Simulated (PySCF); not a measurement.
Species: C3H11OSSi (charge +1).
Structure used (PBE0-D3(BJ)/def2-SVP), in Å, numbered top down from 1:
```
atom  x, y, z in Å
C1    -1.6610   -1.7743    0.8092
S2    -0.6167   -0.7259   -0.2055
C3    -1.6447    0.7034   -0.5494
C4     0.5600    0.0210    1.0718
O5     1.1953    1.0633    0.5168
Si6    2.7543    1.0631   -0.2147
H7    -2.4852   -2.1339    0.1778
H8    -1.0545   -2.6332    1.1290
H9    -2.0475   -1.2183    1.6749
H10   -2.1646    1.0351    0.3600
H11   -0.9640    1.4856   -0.9129
H12   -2.3554    0.4278   -1.3401
H13    1.1972   -0.8342    1.3687
H14   -0.0920    0.3251    1.9092
H15    3.5152   -0.0255    0.4590
H16    3.2973    2.4173    0.0262
H17    2.5645    0.7696   -1.6608
```

Level of theory: TDDFT wB97X-D/def2-SVPD, vertical, gas phase, core orbitals frozen in the response in PySCF.

Transition dipole moments from the ground state, in atomic units and in the frame of the coordinates above (overall signs are arbitrary), for the states with f of 0.002 or more among the lowest 7:

```csv
state,E (eV),μx,μy,μz
S1,7.127,0.594,0.325,0.147
S2,7.572,-0.737,-0.244,-0.207
S3,7.769,0.180,-0.070,0.119
S4,7.902,-0.317,-0.181,-0.048
S5,8.196,0.230,0.205,-0.114
S6,8.318,0.115,0.081,-0.005
S7,8.609,-0.342,0.051,-0.085
```

Q: What oscillator strength does each state have?

A: f = (2/3) ΔE |μ|² with ΔE in hartree (27.2114 eV).

| state | \|μ\|² (au) | \|μ\| (D) | f |
| --- | --- | --- | --- |
| S1 | 0.480 | 1.76 | 0.084 |
| S2 | 0.645 | 2.04 | 0.120 |
| S3 | 0.051 | 0.58 | 0.010 |
| S4 | 0.136 | 0.94 | 0.026 |
| S5 | 0.108 | 0.83 | 0.022 |
| S6 | 0.020 | 0.36 | 0.004 |
| S7 | 0.126 | 0.90 | 0.027 |

Q: Which bond between heavy atoms lies closest to the direction of the S2 transition dipole?

A: S2–C4, at 30° from it; next O5–Si6 at 44°.

Q: What angle do the transition dipoles of S2 and S4 make?

A: |cos θ| = |μa·μb| / (|μa| |μb|) = 0.97, so θ ≈ 13° (taken between 0 and 90°, since the signs are arbitrary).

Q: What peak molar absorption coefficient would the strongest computed level give as a lone Gaussian band 0.3 eV wide at half height?

A: ε(max) = 2.175×10⁸ f / FWHM, with the width in cm⁻¹. S2: 2.175×10⁸ × 0.1196 / 2420 ≈ 11000 L mol⁻¹ cm⁻¹.

All these states lie below the vertical ionisation energy of 14.72 eV (ΔSCF).

The run took 3.1 min wall on an Arm Neoverse V1 with one thread, shared host.

One conformer stands for the species.
